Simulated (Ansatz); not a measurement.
Ansatz (a program for electronic structure) input (B3LYP-D3(BJ)/def2-TZVP):

Ansatz 0.2 input:
```yaml
crystal:
  periodic: [false, false, false]
  atoms:
    - {symbol: B, position_ang: [0.04476643, -0.28242685, 0.50397432]}
    - {symbol: F, position_ang: [0.12782541, -0.93026899, 1.65804471]}
    - {symbol: C, position_ang: [1.37316602, 0.30565922, -0.11897591]}
    - {symbol: C, position_ang: [-1.37665626, -0.14446019, -0.17353207]}
    - {symbol: H, position_ang: [1.29240301, 1.37887113, -0.27942772]}
    - {symbol: H, position_ang: [1.57252440, -0.13070794, -1.09585458]}
    - {symbol: H, position_ang: [2.24119477, 0.12560844, 0.50936883]}
    - {symbol: H, position_ang: [-1.64226227, 0.90046493, -0.32070905]}
    - {symbol: H, position_ang: [-2.16326168, -0.60979113, 0.41417112]}
    - {symbol: H, position_ang: [-1.38475856, -0.59926153, -1.16219696]}
basis:
  gaussian:
    orbitals: def2-TZVP
hamiltonian:
  xc: b3lyp
  dispersion: d3bj
relax: {f_tol: 0.002, max_steps: 150}
```

Output:

```
Functional definition: B3LYP
integrals: 0.06 GiB planned
949 factors; their error is unknown
mean field: 0.63 GiB planned
mean field evaluation 1: about -5558.6125 eV, gradient 7.3e1 eV
mean field evaluation 2: about -5554.9867 eV, gradient 7.9e1 eV
mean field evaluation 4: about -5569.8476 eV, gradient 3.4e0 eV
mean field evaluation 8: about -5569.8677 eV, gradient 1.9e-2 eV
mean field evaluation 16: about -5569.8605 eV, gradient 6.6e-5 eV
mean field -5569.86049991 eV, -204.6885979846 hartree, gradient 6.6e-5 eV, S^2 0.000000; 0 other end points of the search recorded, 0 dependent functions left out
the calculation of the forces begins
reference -5569.86075568 eV, -204.6886073838 hartree; 16, 16 occupied and 144, 144 virtual orbitals, 949 factors
relax step   1: F+E_penalty+E_count = -5570.10239396 eV  Δ(F+E_penalty+E_count) = +0.000e0 eV  max|allowed force component| = 7.963e-1 eV/Å  Δτ_max = 0.0000 Å  (26 SCF iters, accepted)
these checks for a lower state are left out or cut short: starts, cluster_reference, orbital_swaps, neighbouring_geometries, increment
integrals: 0.06 GiB planned
949 factors; their error is unknown
mean field: 0.63 GiB planned
mean field -5569.87130949 eV, -204.6889952292 hartree, gradient 7.2e-6 eV, S^2 0.000000; 0 other end points of the search recorded, 0 dependent functions left out
the calculation of the forces begins
reference -5569.87156523 eV, -204.6890046276 hartree; 16, 16 occupied and 144, 144 virtual orbitals, 949 factors
relax step   2: F+E_penalty+E_count = -5570.11389799 eV  Δ(F+E_penalty+E_count) = -1.150e-2 eV  max|allowed force component| = 3.750e-1 eV/Å  Δτ_max = 0.0169 Å  (32 SCF iters, accepted)
these checks for a lower state are left out or cut short: starts, cluster_reference, orbital_swaps, neighbouring_geometries, increment
integrals: 0.06 GiB planned
949 factors; their error is unknown
mean field: 0.63 GiB planned
mean field -5569.87334922 eV, -204.6890701881 hartree, gradient 7.2e-6 eV, S^2 0.000000; 0 other end points of the search recorded, 0 dependent functions left out
the calculation of the forces begins
reference -5569.87360474 eV, -204.6890795781 hartree; 16, 16 occupied and 144, 144 virtual orbitals, 949 factors
relax step   3: F+E_penalty+E_count = -5570.11639064 eV  Δ(F+E_penalty+E_count) = -2.493e-3 eV  max|allowed force component| = 1.872e-2 eV/Å  Δτ_max = 0.0111 Å  (31 SCF iters, accepted)
these checks for a lower state are left out or cut short: starts, cluster_reference, orbital_swaps, neighbouring_geometries, increment
integrals: 0.06 GiB planned
949 factors; their error is unknown
mean field: 0.63 GiB planned
mean field evaluation 32: about -5569.8792 eV, gradient 1.9e-4 eV
mean field -5569.87344180 eV, -204.6890735902 hartree, gradient 7.2e-6 eV, S^2 0.000000; 0 other end points of the search recorded, 0 dependent functions left out
the calculation of the forces begins
reference -5569.87369737 eV, -204.6890829824 hartree; 16, 16 occupied and 144, 144 virtual orbitals, 949 factors
relax step   4: F+E_penalty+E_count = -5570.11642153 eV  Δ(F+E_penalty+E_count) = -3.089e-5 eV  max|allowed force component| = 1.036e-2 eV/Å  Δτ_max = 0.0025 Å  (31 SCF iters, accepted)
these checks for a lower state are left out or cut short: starts, cluster_reference, orbital_swaps, neighbouring_geometries, increment
integrals: 0.06 GiB planned
949 factors; their error is unknown
mean field: 0.63 GiB planned
mean field -5569.87348415 eV, -204.6890751466 hartree, gradient 7.2e-6 eV, S^2 0.000000; 0 other end points of the search recorded, 0 dependent functions left out
the calculation of the forces begins
reference -5569.87373973 eV, -204.6890845389 hartree; 16, 16 occupied and 144, 144 virtual orbitals, 949 factors
relax step   5: F+E_penalty+E_count = -5570.11644597 eV  Δ(F+E_penalty+E_count) = -2.445e-5 eV  max|allowed force component| = 1.119e-3 eV/Å  Δτ_max = 0.0067 Å  (31 SCF iters, accepted)
these checks for a lower state are left out or cut short: starts, cluster_reference, orbital_swaps, neighbouring_geometries, increment
integrals: 0.06 GiB planned
949 factors; their error is unknown
mean field: 0.63 GiB planned
[...]
mean field -5569.88102402 eV, -204.6893522317 hartree, gradient 7.1e-6 eV, S^2 0.000000; 0 other end points of the search recorded, 0 dependent functions left out
the calculation of the forces begins
reference -5569.88128072 eV, -204.6893616652 hartree; 16, 16 occupied and 144, 144 virtual orbitals, 949 factors
relax step  18: F+E_penalty+E_count = -5570.12410417 eV  Δ(F+E_penalty+E_count) = +1.725e-4 eV  max|allowed force component| = 1.108e-1 eV/Å  Δτ_max = 0.0491 Å  (30 SCF iters, rejected (line search))
these checks for a lower state are left out or cut short: starts, cluster_reference, orbital_swaps, neighbouring_geometries, increment
integrals: 0.06 GiB planned
949 factors; their error is unknown
mean field: 0.63 GiB planned
mean field -5569.88204676 eV, -204.6893898167 hartree, gradient 7.1e-6 eV, S^2 0.000000; 0 other end points of the search recorded, 0 dependent functions left out
the calculation of the forces begins
reference -5569.88230378 eV, -204.6893992620 hartree; 16, 16 occupied and 144, 144 virtual orbitals, 949 factors
relax step  19: F+E_penalty+E_count = -5570.12479342 eV  Δ(F+E_penalty+E_count) = -5.168e-4 eV  max|allowed force component| = 5.879e-3 eV/Å  Δτ_max = 0.0240 Å  (29 SCF iters, accepted)
these checks for a lower state are left out or cut short: starts, cluster_reference, orbital_swaps, neighbouring_geometries, increment
integrals: 0.06 GiB planned
949 factors; their error is unknown
mean field: 0.63 GiB planned
mean field -5569.88205794 eV, -204.6893902276 hartree, gradient 7.2e-6 eV, S^2 0.000000; 0 other end points of the search recorded, 0 dependent functions left out
the calculation of the forces begins
reference -5569.88231450 eV, -204.6893996561 hartree; 16, 16 occupied and 144, 144 virtual orbitals, 949 factors
relax step  20: F+E_penalty+E_count = -5570.12475608 eV  Δ(F+E_penalty+E_count) = +3.734e-5 eV  max|allowed force component| = 1.239e-1 eV/Å  Δτ_max = 0.0979 Å  (29 SCF iters, rejected (line search))
these checks for a lower state are left out or cut short: starts, cluster_reference, orbital_swaps, neighbouring_geometries, increment
integrals: 0.06 GiB planned
949 factors; their error is unknown
mean field: 0.63 GiB planned
mean field -5569.88280097 eV, -204.6894175334 hartree, gradient 7.1e-6 eV, S^2 0.000000; 0 other end points of the search recorded, 0 dependent functions left out
the calculation of the forces begins
reference -5569.88305774 eV, -204.6894269695 hartree; 16, 16 occupied and 144, 144 virtual orbitals, 949 factors
relax step  21: F+E_penalty+E_count = -5570.12548769 eV  Δ(F+E_penalty+E_count) = -6.943e-4 eV  max|allowed force component| = 3.479e-2 eV/Å  Δτ_max = 0.0478 Å  (30 SCF iters, accepted)
these checks for a lower state are left out or cut short: starts, cluster_reference, orbital_swaps, neighbouring_geometries, increment
integrals: 0.06 GiB planned
949 factors; their error is unknown
mean field: 0.63 GiB planned
mean field evaluation 160: about -5569.8816 eV, gradient 1.6e-4 eV
mean field -5569.88159948 eV, -204.6893733794 hartree, gradient 7.2e-6 eV, S^2 0.000000; 0 other end points of the search recorded, 0 dependent functions left out
the calculation of the forces begins
reference -5569.88185587 eV, -204.6893828016 hartree; 16, 16 occupied and 144, 144 virtual orbitals, 949 factors
relax step  22: F+E_penalty+E_count = -5570.12414156 eV  Δ(F+E_penalty+E_count) = +1.346e-3 eV  max|allowed force component| = 1.992e-1 eV/Å  Δτ_max = 0.0496 Å  (30 SCF iters, rejected (line search))
these checks for a lower state are left out or cut short: starts, cluster_reference, orbital_swaps, neighbouring_geometries, increment
integrals: 0.06 GiB planned
949 factors; their error is unknown
mean field: 0.63 GiB planned
mean field -5569.88317980 eV, -204.6894314551 hartree, gradient 7.1e-6 eV, S^2 0.000000; 0 other end points of the search recorded, 0 dependent functions left out
the calculation of the forces begins
reference -5569.88343639 eV, -204.6894408849 hartree; 16, 16 occupied and 144, 144 virtual orbitals, 949 factors
relax step  23: F+E_penalty+E_count = -5570.12580203 eV  Δ(F+E_penalty+E_count) = -3.143e-4 eV  max|allowed force component| = 9.853e-3 eV/Å  Δτ_max = 0.0237 Å  (30 SCF iters, accepted)
these checks for a lower state are left out or cut short: starts, cluster_reference, orbital_swaps, neighbouring_geometries, increment
integrals: 0.06 GiB planned
949 factors; their error is unknown
mean field: 0.63 GiB planned
mean field -5569.88338390 eV, -204.6894389558 hartree, gradient 7.1e-6 eV, S^2 0.000000; 0 other end points of the search recorded, 0 dependent functions left out
the calculation of the forces begins
reference -5569.88364027 eV, -204.6894483771 hartree; 16, 16 occupied and 144, 144 virtual orbitals, 949 factors
relax step  24: F+E_penalty+E_count = -5570.12595385 eV  Δ(F+E_penalty+E_count) = -1.518e-4 eV  max|allowed force component| = 2.493e-2 eV/Å  Δτ_max = 0.0244 Å  (29 SCF iters, accepted)
these checks for a lower state are left out or cut short: starts, cluster_reference, orbital_swaps, neighbouring_geometries, increment
integrals: 0.06 GiB planned
949 factors; their error is unknown
mean field: 0.63 GiB planned
mean field -5569.88348900 eV, -204.6894428181 hartree, gradient 7.1e-6 eV, S^2 0.000000; 0 other end points of the search recorded, 0 dependent functions left out
the calculation of the forces begins
reference -5569.88374519 eV, -204.6894522329 hartree; 16, 16 occupied and 144, 144 virtual orbitals, 949 factors
relax step  25: F+E_penalty+E_count = -5570.12601448 eV  Δ(F+E_penalty+E_count) = -6.063e-5 eV  max|allowed force component| = 2.702e-2 eV/Å  Δτ_max = 0.0144 Å  (31 SCF iters, accepted)
these checks for a lower state are left out or cut short: starts, cluster_reference, orbital_swaps, neighbouring_geometries, increment
integrals: 0.06 GiB planned
949 factors; their error is unknown
mean field: 0.63 GiB planned
mean field -5569.88359735 eV, -204.6894467999 hartree, gradient 7.1e-6 eV, S^2 0.000000; 0 other end points of the search recorded, 0 dependent functions left out
the calculation of the forces begins
reference -5569.88385336 eV, -204.6894562082 hartree; 16, 16 occupied and 144, 144 virtual orbitals, 949 factors
relax step  26: F+E_penalty+E_count = -5570.12607244 eV  Δ(F+E_penalty+E_count) = -5.796e-5 eV  max|allowed force component| = 1.838e-2 eV/Å  Δτ_max = 0.0121 Å  (30 SCF iters, accepted)
these checks for a lower state are left out or cut short: starts, cluster_reference, orbital_swaps, neighbouring_geometries, increment
integrals: 0.06 GiB planned
949 factors; their error is unknown
mean field: 0.63 GiB planned
mean field evaluation 192: about -5569.8910 eV, gradient 5.7e-1 eV
mean field -5569.88366524 eV, -204.6894492949 hartree, gradient 7.1e-6 eV, S^2 0.000000; 0 other end points of the search recorded, 0 dependent functions left out
the calculation of the forces begins
reference -5569.88392109 eV, -204.6894586973 hartree; 16, 16 occupied and 144, 144 virtual orbitals, 949 factors
relax step  27: F+E_penalty+E_count = -5570.12610186 eV  Δ(F+E_penalty+E_count) = -2.941e-5 eV  max|allowed force component| = 4.336e-3 eV/Å  Δτ_max = 0.0095 Å  (31 SCF iters, accepted)
these checks for a lower state are left out or cut short: starts, cluster_reference, orbital_swaps, neighbouring_geometries, increment
integrals: 0.06 GiB planned
949 factors; their error is unknown
mean field: 0.63 GiB planned
mean field -5569.88364959 eV, -204.6894487198 hartree, gradient 7.1e-6 eV, S^2 0.000000; 0 other end points of the search recorded, 0 dependent functions left out
the calculation of the forces begins
reference -5569.88390535 eV, -204.6894581187 hartree; 16, 16 occupied and 144, 144 virtual orbitals, 949 factors
relax step  28: F+E_penalty+E_count = -5570.12606321 eV  Δ(F+E_penalty+E_count) = +3.864e-5 eV  max|allowed force component| = 3.080e-2 eV/Å  Δτ_max = 0.0061 Å  (31 SCF iters, rejected (line search))
these checks for a lower state are left out or cut short: starts, cluster_reference, orbital_swaps, neighbouring_geometries, increment
integrals: 0.06 GiB planned
949 factors; their error is unknown
mean field: 0.63 GiB planned
mean field -5569.88367397 eV, -204.6894496156 hartree, gradient 7.1e-6 eV, S^2 0.000000; 0 other end points of the search recorded, 0 dependent functions left out
the calculation of the forces begins
reference -5569.88392978 eV, -204.6894590164 hartree; 16, 16 occupied and 144, 144 virtual orbitals, 949 factors
relax step  29: F+E_penalty+E_count = -5570.12610481 eV  Δ(F+E_penalty+E_count) = -2.958e-6 eV  max|allowed force component| = 7.533e-4 eV/Å  Δτ_max = 0.0025 Å  (32 SCF iters, accepted)
integrals: 0.06 GiB planned
949 factors; their error is unknown
mean field: 0.63 GiB planned
mean field evaluation 224: about -5569.8911 eV, gradient 5.7e-1 eV
mean field -5569.88367397 eV, -204.6894496156 hartree, gradient 7.1e-6 eV, S^2 0.000000; 1 other end points of the search recorded, 0 dependent functions left out
the calculation of the forces begins
reference -5569.88392978 eV, -204.6894590164 hartree; 16, 16 occupied and 144, 144 virtual orbitals, 949 factors
Total energy: -5570.12636062 eV, -204.6983681857 hartree
Atom 0 at     0.043195    -0.270290     0.478501 Å, force     0.000033     0.000753    -0.000428 eV/Å
Atom 1 at     0.129662    -0.925686     1.646856 Å, force    -0.000148    -0.000025     0.000408 eV/Å
Atom 2 at     1.372820     0.265831    -0.148458 Å, force     0.000264    -0.000576     0.000600 eV/Å
Atom 3 at    -1.378212    -0.100899    -0.153138 Å, force     0.000222    -0.000469    -0.000257 eV/Å
Atom 4 at     1.224161     1.159444    -0.757464 Å, force    -0.000166     0.000226    -0.000031 eV/Å
Atom 5 at     1.764309    -0.504821    -0.825270 Å, force    -0.000081     0.000055    -0.000281 eV/Å
Atom 6 at     2.147482     0.456669     0.596030 Å, force     0.000045    -0.000052    -0.000208 eV/Å
Atom 7 at    -1.776693     0.872518     0.161243 Å, force    -0.000134    -0.000041     0.000283 eV/Å
Atom 8 at    -2.087744    -0.859379     0.181046 Å, force    -0.000053     0.000103    -0.000030 eV/Å
Atom 9 at    -1.354039    -0.079699    -1.244483 Å, force     0.000017     0.000024    -0.000055 eV/Å
Dipole moment:    -0.018114     0.141617    -0.252831 e Å
```
